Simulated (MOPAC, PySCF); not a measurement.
C9H9NSi, SMILES `c12c(ccnc2cccc1)[SiH3]`, neutral singlet in the gas phase. 

Cartesian coordinates (Å):
SMILES: [SiH3]c1ccnc2ccccc12
```xyz
20

Si     2.7418    -0.8929     0.0065
C      1.2826     0.3139     0.0442
C      1.5153     1.6853     0.1260
C      0.4183     2.5925     0.1544
N     -0.8506     2.2235     0.1074
C     -1.1217     0.8857     0.0266
C     -2.4877     0.4794    -0.0245
C     -2.8242    -0.8628    -0.1069
C     -1.8079    -1.8553    -0.1416
C     -0.4697    -1.4914    -0.0935
C     -0.0855    -0.1214    -0.0086
H      2.7394    -1.7080    -1.2589
H      2.6892    -1.8446     1.1714
H      4.0084    -0.0876     0.0779
H      2.5409     2.0848     0.1697
H      0.6166     3.6788     0.2195
H     -3.2477     1.2737     0.0044
H     -3.8816    -1.1657    -0.1458
H     -2.0854    -2.9182    -0.2071
H      0.3096    -2.2700    -0.1212
```
Charge 0, multiplicity 1.

All levels are single points at this geometry (PBE-D3(BJ)/def2-SVP); Pople sets use spherical d functions. Orbital energies aren't observables, and empty levels follow the basis.

```json
[
 {"level": "PBE-D3(BJ)/def2-TZVP in PySCF", "HOMO (eV)": "-5.96", "LUMO (eV)": "-2.74", "gap (eV)": "3.21", "dipole (D)": "1.31", "vertical IE, Delta-SCF (eV)": "–"},
 {"level": "B3LYP/3-21G in PySCF", "HOMO (eV)": "-6.49", "LUMO (eV)": "-1.66", "gap (eV)": "4.83", "dipole (D)": "1.44", "vertical IE, Delta-SCF (eV)": "–"},
 {"level": "B3LYP/6-311+G** in PySCF", "HOMO (eV)": "-6.71", "LUMO (eV)": "-2.12", "gap (eV)": "4.59", "dipole (D)": "1.56", "vertical IE, Delta-SCF (eV)": "–"},
 {"level": "B3LYP/6-31G* in PySCF", "HOMO (eV)": "-6.38", "LUMO (eV)": "-1.71", "gap (eV)": "4.67", "dipole (D)": "1.34", "vertical IE, Delta-SCF (eV)": "8.22"},
 {"level": "B3LYP/LANL2DZ in PySCF", "HOMO (eV)": "-6.61", "LUMO (eV)": "-1.88", "gap (eV)": "4.73", "dipole (D)": "1.95", "vertical IE, Delta-SCF (eV)": "–"},
 {"level": "BP86/6-31G* in PySCF", "HOMO (eV)": "-5.77", "LUMO (eV)": "-2.49", "gap (eV)": "3.28", "dipole (D)": "1.28", "vertical IE, Delta-SCF (eV)": "–"},
 {"level": "M06-2X/6-31G* in PySCF", "HOMO (eV)": "-7.68", "LUMO (eV)": "-0.85", "gap (eV)": "6.83", "dipole (D)": "1.42", "vertical IE, Delta-SCF (eV)": "–"},
 {"level": "SVWN5/6-31G* in PySCF", "HOMO (eV)": "-5.73", "LUMO (eV)": "-2.58", "gap (eV)": "3.15", "dipole (D)": "1.37", "vertical IE, Delta-SCF (eV)": "–"},
 {"level": "HF/3-21G in PySCF", "HOMO (eV)": "-8.51", "LUMO (eV)": "1.80", "gap (eV)": "10.32", "dipole (D)": "1.55", "vertical IE, Delta-SCF (eV)": "–"},
 {"level": "HF/STO-3G in PySCF", "HOMO (eV)": "-6.48", "LUMO (eV)": "5.13", "gap (eV)": "11.60", "dipole (D)": "2.09", "vertical IE, Delta-SCF (eV)": "–"},
 {"level": "AM1 in MOPAC", "HOMO (eV)": "-9.08", "LUMO (eV)": "-0.63", "gap (eV)": "8.45", "dipole (D)": "1.79", "vertical IE, Delta-SCF (eV)": "–"},
 {"level": "PM6 in MOPAC", "HOMO (eV)": "-9.23", "LUMO (eV)": "-0.93", "gap (eV)": "8.30", "dipole (D)": "2.06", "vertical IE, Delta-SCF (eV)": "–"},
 {"level": "PM7 in MOPAC", "HOMO (eV)": "-9.27", "LUMO (eV)": "-0.88", "gap (eV)": "8.38", "dipole (D)": "2.34", "vertical IE, Delta-SCF (eV)": "–"}
]
```
